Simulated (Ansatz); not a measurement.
Computed with Ansatz on PBE0-D4/def2-TZVP structures; ΔE is electronic, products minus reactants. CBS: MP2 limit from def2 TZ/QZ plus the TZ coupled-cluster correction, frozen cores. This one scheme is used for every species. DFT in def2-TZVPP. Each species was taken in one conformer, which may not be the lowest.

Consider the formal exchange of groups at the Si–C bond: `C[SiH2]N[SiH2]O` + SiH₄ → `O[SiH2]N[SiH2][SiH3]` + CH₄.

`C[SiH2]N[SiH2]O`:

Z-matrix (Å, degrees):
```
C
Si 1 1.865
H 1 1.093 2 110.6
H 1 1.092 2 110.9 3 120.3
H 1 1.093 2 111.0 3 -119.5
N 2 1.733 1 112.2 3 179.9
H 2 1.492 1 108.4 3 56.8
H 2 1.487 1 111.0 3 -62.3
Si 6 1.718 2 127.4 1 124.0
H 6 1.010 2 117.0 1 -58.4
O 9 1.646 6 114.5 2 70.0
H 9 1.488 6 105.7 2 -167.7
H 9 1.479 6 110.8 2 -46.1
H 11 0.958 9 117.5 6 57.2
```

SiH₄:

Z-matrix (Å, degrees):
```
Si
H 1 1.485
H 1 1.485 2 109.5
H 1 1.485 2 109.5 3 -120.0
H 1 1.485 2 109.5 3 120.0
```

`O[SiH2]N[SiH2][SiH3]`:

Cartesian coordinates in Å:
```
O -1.543 -0.147 -2.396
Si -1.666 -0.006 -0.762
N -0.671 1.208 -0.066
Si 0.807 1.033 0.822
Si 1.491 -1.207 0.898
H -0.690 -0.388 -2.759
H -1.265 -1.271 -0.091
H -3.096 0.311 -0.552
H -0.959 2.162 -0.239
H 1.895 1.828 0.182
H 0.676 1.552 2.214
H 1.543 -1.795 -0.469
H 0.612 -2.049 1.750
H 2.867 -1.232 1.468
```

CH₄:

Cartesian coordinates in Å:
```
C 0.000 0.000 0.000
H 0.670 -0.174 -0.841
H 0.125 -0.795 0.735
H -1.031 0.010 -0.353
H 0.236 0.960 0.459
```

| species | PBE0 energy (Eh) |
| --- | --- |
| `C[SiH2]N[SiH2]O` | -752.24581 |
| SiH₄ | -291.75661 |
| `O[SiH2]N[SiH2][SiH3]` | -1003.52945 |
| CH₄ | -40.47541 |

Task: Work out ΔE.

Result: ΔE = (-1003.52945) + (-40.47541) − (-752.24581) − (-291.75661) = -0.00244 Eh = -0.07 eV. CCSD(T)/CBS gives 0.00 eV.

Largest T1 diagnostic among the species: 0.012.

In def2-TZVPP, CCSD(T) changes the Hartree–Fock value by −0.13 eV (the triples alone add −0.02 eV) and MP2 by −0.08 eV. From PBE to PBE0 (25 % exact exchange), in def2-TZVPP and without D4, ΔE moves by +0.04 eV. The D4 term adds −0.06 eV with B3LYP and −0.04 eV with PBE0; it sums over pairs of atoms, weighted by their polarisabilities, and B3LYP, whose exchange is more repulsive, gets the larger term.

B3LYP here is the variant with VWN-RPA as its local correlation; programs differ in this.
